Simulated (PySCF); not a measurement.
**Diatomic cations of Tl with the fourth-period p block**

PBE0 with double-zeta basis sets in PySCF, for the lowest determinant that a PBE0 search found; no spin–orbit coupling. De refers to high-spin ground-configuration atoms (the charge goes to the atom of lower measured ionisation energy or higher electron affinity, which is not always the lowest computed limit). A positive dipole points towards Tl; it is taken about the centre of mass and depends on that origin.

```tsv
M	basis	charged atom	state (unpaired electrons)	Re (Å)	ωe (cm⁻¹)	De (eV)	μ (D)
Ga	def2-SVP	Ga+	doublet (σ ↑)	3.461	71.9	n/a	-2.91
Ge	def2-SVP	Tl+	triplet (σ ↑, π ↑)	3.236	79.2	n/a	-0.79
As	def2-SVP	Tl+	quartet (σ ↑, π ↑↑)	3.192	72.6	n/a	0.85
Se	def2-SVP	Tl+	triplet (π ↑↑)	3.271	86.4	n/a	0.82
Br	def2-SVP	Tl+	doublet (π ↑)	3.286	75.6	n/a	1.96
```

The shortest bond is that of TlAs⁺ (3.192 Å), the longest that of TlGa⁺ (3.461 Å).

The state changes along the series, so neighbouring rows are not always alike in their bonding.

Spin–orbit coupling is left out, which matters for elements this heavy, above all for dissociation energies. States were picked by a PBE0 search and need not be the measured ground states.
